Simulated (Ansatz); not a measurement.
BFH4O2Si, SMILES `O[SiH2]B(O)F`, relaxed with RKS PBE-D4/def2-SVP in Ansatz from a rough embedded geometry. The force threshold is 0.03 eV/Å; the program also tests the step.

The species carries charge 0 and has multiplicity 1.

Start:

```xyz
9

O     0.678    1.280   -1.443
Si   -0.087    0.965    0.043
B     0.284   -0.861    0.680
O    -0.776   -1.703    0.939
F     1.647   -1.235    0.955
H     0.243    0.638   -2.099
H     0.415    1.970    1.034
H    -1.508    1.162   -0.112
H    -0.898   -2.216    0.003
```

```csv
step,energy (eV),largest force (eV/Å),largest move (Å)
1,-15412.1928,2.789,0.000
2,-15412.6212,1.807,0.149
3,-15412.7454,1.009,0.195
4,-15412.8944,0.548,0.200
5,-15412.9452,2.765,0.198
6,-15413.2527,0.822,0.200
7,-15413.3313,0.300,0.163
8,-15413.3417,0.193,0.050
9,-15413.3478,0.170,0.077
10,-15413.3505,0.110,0.043
11,-15413.3540,0.058,0.084
12 (rejected),-15413.3533,0.464,0.195
13,-15413.3578,0.032,0.098
14,-15413.3606,0.175,0.098
15 (rejected),-15413.3603,0.442,0.134
16,-15413.3639,0.111,0.067
17,-15413.3672,0.071,0.075
18,-15413.3700,0.204,0.107
19 (rejected),-15413.3676,0.618,0.165
20,-15413.3747,0.129,0.082
21,-15413.3791,0.112,0.082
22,-15413.3830,0.241,0.126
23,-15413.3869,0.232,0.084
24,-15413.3908,0.319,0.144
25,-15413.3966,0.161,0.095
26 (rejected),-15413.3949,0.251,0.120
27,-15413.3984,0.115,0.054
28,-15413.3991,0.016,0.029
```

End:

```xyz
9

O     0.846    1.567   -1.236
Si   -0.257    1.063   -0.056
B     0.028   -0.926    0.288
O    -0.595   -1.585    1.296
F     0.861   -1.616   -0.530
H     1.178    0.829   -1.776
H    -0.021    1.888    1.178
H    -1.685    1.313   -0.482
H    -0.356   -2.534    1.320
```

It took 27 s on 4 threads of a server CPU on a shared host, with 0.18 GiB of host memory at the peak.
